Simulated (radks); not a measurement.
Question: Excited configurations of K: one electron is placed in a higher orbital outside [Ar]. The ground configuration is [Ar] 4s1. Method: Dirac Kohn-Sham, PBEsol, spin-unpolarised, spherical densities, finite nucleus; open shells fill j = l - 1/2 first; Fermi nuclear charge, rms radius 3.4349 fm; computed with a radial shooting solver on a logarithmic mesh with Libxc functionals. Excitation = E - E(ground); binding = E(ion) - E, where the ion is the core of charge +1; n* = 1/sqrt(2 binding) in atomic units, and the quantum defect is n - n*.

| outer orbital | excitation (eV) | binding (eV) | n* | quantum defect | eigenvalue (eV) | <r> (bohr) |
|---|---|---|---|---|---|---|
| 4p1/2 | 1.512 | 2.705 | 2.243 | 1.757 | -1.368 | 6.847 |
| 5f5/2 | 3.602 | 0.615 | 4.703 | 0.297 | -0.359 | 30.03 |
| 6s1/2 | 3.146 | 1.071 | 3.564 | 2.436 | -0.674 | 20.34 |
| 6d3/2 | 3.652 | 0.565 | 4.906 | 1.094 | -0.357 | 36.74 |
| 7s1/2 | 3.526 | 0.691 | 4.437 | 2.563 | -0.452 | 32.10 |
| 7d3/2 | 3.806 | 0.411 | 5.751 | 1.249 | -0.271 | 52.63 |

Estimate the row for 5s1/2.

Answer: excitation (eV) 2.325; binding (eV) 1.892; n* 2.681; quantum defect 2.319; eigenvalue (eV) -1.126; <r> (bohr) 11.33. The Delta-SCF ionisation energy is 4.217 eV (NIST Atomic Spectra Database: 4.341 eV, measured). Self-interaction in the functional shifts the binding energies and quantum defects, so they are the method's values and not measured ones. Spin polarisation and multiplet splitting are left out, so open shells lie too high by an amount that depends on their filling.

Beside tabulated values, note that spin-unpolarised runs miss the spin-polarisation part of the exchange energy of open shells.
